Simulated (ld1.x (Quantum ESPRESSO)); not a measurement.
## What the settings do to the TM potential of B (Z = 5)

Base potential:

- Element: boron (B)
- Generator: ld1.x (Quantum ESPRESSO) 7.5
- Type: norm-conserving Troullier–Martins (Kleinman–Bylander form)
- Functional: LDA (PZ)
- Relativity: scalar-relativistic
- Frozen core: [He]
- Valence charge: 3
- Reference configuration: 2s1.75 2p1.25
- Partial waves: 2p (bound): rc 2.45 bohr; 3d channel at 0.45 Ry: rc 2.20 bohr; 2s (bound): rc 1.70 bohr
- Local potential: the s channel
- Core correction: none

Cutoffs, loose and tight: the cutoffs (Ry, on a coarse ladder) from which the occupation-weighted sum of valence levels, in a spherical-Bessel basis at the reference potential, stays within 10 and 1 mRy of its value at 400 Ry. They do not see the model core or the augmentation charge, which bear on the density cutoff. Test errors are all-electron minus pseudo excitation energies from the reference, over the configurations 2s2 2p1; 2s2 2p0; 2s1 2p0; 2s1 2p2; 2s0 2p3; 2s2 2p1.3; 2s1 2p1 (two spin-polarised tests are not counted in the largest error). A dash means not determined; rows that change the core or the reference have their own tests.

| change | outcome | cutoff, loose | cutoff, tight | bound ghosts | largest test error (meV) |
| --- | --- | --- | --- | --- | --- |
| base | generated | 18 Ry | 40 Ry | none | +213 |
| wave 3d channel at 0.45 Ry: rc 2.20 bohr becomes 3d channel at 5.61 Ry: rc 2.20 bohr | generated | 18 Ry | 40 Ry | none | +213 |
| all radii scaled by about 1.27 (s 2.16, p 3.12, d 2.80 bohr) | generated | 12 Ry | 18 Ry | none | +416 |
| core correction a·sin(br)/r model core inside 1.72 bohr | generated | 18 Ry | 40 Ry | none | +212 |
| functional PBE | generated | 18 Ry | 40 Ry | none | +192 |
| reference 2s2 2p1 | generated | 18 Ry | 40 Ry | none | +189 |
| wave 3d channel at 0.45 Ry: rc 2.20 bohr becomes 3d channel at 0.45 Ry: rc 2.90 bohr | generated | 18 Ry | 40 Ry | none | +213 |
| wave 2s (bound): rc 1.70 bohr becomes 2s (bound): rc 1.76 bohr | generated | 18 Ry | 40 Ry | none | +214 |
| wave 3d channel at 0.45 Ry: rc 2.20 bohr becomes 3d channel at 0.45 Ry: rc 1.34 bohr | generated | 18 Ry | 40 Ry | none | +213 |
| wave 2s (bound): rc 1.70 bohr becomes 2s (bound): rc 2.26 bohr | generated | 15 Ry | 21 Ry | none | +224 |

(1) What comes out with this change to the base: wave 2p (bound): rc 2.45 bohr becomes 2p (bound): rc 2.58 bohr?

## Answers

(1) outcome: generated; cutoff, loose: 18 Ry; cutoff, tight: 40 Ry; bound ghosts: none; largest test error (meV): +239.
